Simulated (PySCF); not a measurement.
H3As, SMILES [AsH3]. Atoms are numbered in the order given.

```xyz
4

As     0.0000     0.0000    -0.0707
H     -1.0973    -0.6335     0.7782
H      1.0973    -0.6335     0.7782
H      0.0000     1.2671     0.7782
```

Geometry: B3LYP-D3(BJ)/def2-TZVP.

Computed with B3LYP/pcSseg-1 (PySCF).

GIAO shieldings, no solvent; atoms alike by connectivity are averaged. δ = σ(ref) − σ: ¹H against TMS (σ = 31.68 ppm), references at their B3LYP-D3(BJ)/def2-TZVP geometries, non-relativistic.

```
nucleus       atoms  count  δ (ppm)
-------  ----------  -----  -------
¹H       H2, H3, H4      3     2.59
```
